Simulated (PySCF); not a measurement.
A calculated (PBE, PySCF 2.14, ANO-RCC-VTZP, scalar relativity by spin-free X2C-1e) atom or ion has these occupied shells.

```
shell  electrons  orbital energy (eV)  rms radius, mean of both spins (bohr)
 1s α          1              -2763.8                                  0.105
 1s β          1              -2763.5                                  0.105
 2s α          1              -265.58                                  0.484
 2s β          1              -265.24                                  0.484
 2p α          3              -204.67                                  0.454
 2p β          3              -204.21                                  0.454
 3s α          1              -33.068                                   1.60
 3s β          1              -30.543                                   1.60
 3p α          3              -20.300                                   1.85
 3p β          1              -18.350                                   1.85
```

Problem. Name the element and its charge.

Solution. Cl⁺ (chlorine, charge +1), in [Ne] 3s2 3p4, high-spin 3P determinant.
